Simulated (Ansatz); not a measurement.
# A barrier at the coupled-cluster level

Start structure (AlBSi2H7Cl3O3, singlet), relaxed at PBE0-D4/def2-TZVP:

B1  (1.528, -0.589, 2.040)
Cl2  (3.256, -0.297, 2.350)
Cl3  (1.377, -1.846, 0.343)
Cl4  (0.557, -1.362, 3.306)
H5  (1.466, 1.317, 1.319)
O6  (0.855, 0.577, 1.426)
Al7  (0.096, -0.088, -0.154)
O8  (0.703, 0.871, -1.383)
Si9  (1.012, 1.558, -2.823)
O10  (-1.527, -0.431, 0.029)
Si11  (-2.853, -1.105, 0.688)
H12  (-0.255, 1.887, -3.529)
H13  (1.811, 0.636, -3.672)
H14  (1.785, 2.811, -2.612)
H15  (-3.227, -0.388, 1.935)
H16  (-2.605, -2.535, 1.011)
H17  (-3.980, -1.017, -0.276)
(Å)

The step: AlBSi₂H₇Cl₃O₃ ([SiH3][O][Al]1([O][SiH3])[OH][B]([Cl])([Cl])[Cl]1) → AlBSi₂H₇Cl₃O₃ ([SiH3][O][Al]([ClH])([O][SiH3])[O][B]([Cl])[Cl]); bonds formed: Cl2–H5, Cl2–Al7; dative contacts that become bonds: B1–Cl3, B1–O6; bonds broken: B1–Cl2, Cl3–Al7, H5–O6. Program: Ansatz 0.2.0. Basis: def2-TZVPP and def2-QZVPP. Cores are frozen in the correlated methods. Extrapolation: Hartree–Fock as exp(−7.88 √X), correlation as X^−2.97. Energies below are by CCSD(T) at an estimated basis limit (MP2 extrapolated from triple and quadruple zeta, plus CCSD(T) − MP2 in triple zeta).

**Question.** What are the electronic barrier and the energy of the step, from the start structure to the end structure? (To be estimated.)

**Answer.** By the calculation: Barrier 143.2 kJ/mol; step energy 28.2 kJ/mol (uphill); reverse barrier, their difference, 115.0 kJ/mol. Barrier and step energy count from the start structure, the reverse barrier from the end structure.

The saddle point: One imaginary mode of 1113i cm⁻¹.
```json
{"pair": "B1–Cl3", "start (Å)": "2.12", "saddle (Å)": "1.88", "end (Å)": "1.78"}
{"pair": "B1–O6", "start (Å)": "1.48", "saddle (Å)": "1.40", "end (Å)": "1.32"}
{"pair": "Cl2–H5", "start (Å)": "2.62", "saddle (Å)": "1.48", "end (Å)": "1.29"}
{"pair": "Cl2–Al7", "start (Å)": "4.04", "saddle (Å)": "3.73", "end (Å)": "2.52"}
{"pair": "B1–Cl2", "start (Å)": "1.78", "saddle (Å)": "2.25", "end (Å)": "4.28"}
{"pair": "Cl3–Al7", "start (Å)": "2.23", "saddle (Å)": "2.40", "end (Å)": "3.31"}
{"pair": "H5–O6", "start (Å)": "0.97", "saddle (Å)": "1.32", "end (Å)": "2.34"}
```

Zero-point energy (harmonic, PBE0-D4): ZPE is 220.9 kJ/mol at the start and 204.7 kJ/mol at the saddle, so the barrier goes from 143.2 to 127.1 kJ/mol.

T1 diagnostic: at most 0.013.

The step is the kind of ligand exchange by which a precursor binds to a hydroxyl group, or is hydrolysed, in atomic layer deposition of oxides. Here a small cluster stands in for the surface site.

Labels in which every atom is bracketed show which atoms are joined, not bond orders.

For scale, one of the runs: CCSD(T)/def2-TZVPP, 474 basis functions, launched by `ansatz run in.yaml --threads 4 --pin off --events-out ev --progress --plain --max-ram 66560MiB --backend cuda --devices 0, --max-vram 37GiB`. The run took 57 s on 4 CPU threads of an AMD EPYC 7R13 and a share of one NVIDIA H100 (shared host), with 1.3 GiB of host memory at its peak.
